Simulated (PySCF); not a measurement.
# GeS₂: calculation against measurement

Isolated GeS₂, optimised in PySCF with density fitting and no spin–orbit coupling; def2 sets carry scalar-relativistic core potentials from Rb on. It is a singlet of D∞h symmetry: PBE0/def2-TZVP Ge–S 1.996 Å (×2).

Counting electrons, germanium keeps none of its valence electrons outside its bonds, so the VSEPR class is AX2 and the expected shape is linear (D∞h), as computed.

Measured fundamentals (Jacox, Vibrational and Electronic Energy Levels of Polyatomic Transient Molecules, as compiled in the NIST Chemistry WebBook) beside computed harmonic wavenumbers, in cm⁻¹:

```
 mode as compiled  computed symmetry  measured        medium  PBE0/def2-TZVP
Σu+ ges a-stretch                σu+     653.4  argon matrix             673
```

Task: How close does the calculation come?

Result: Mean absolute differences: PBE0/def2-TZVP 3.0 %. The mean ratio of measured to computed values at PBE0/def2-TZVP is 0.971. Harmonic values should lie a little above fundamentals; matrices shift bands further, usually down by up to a few per cent.
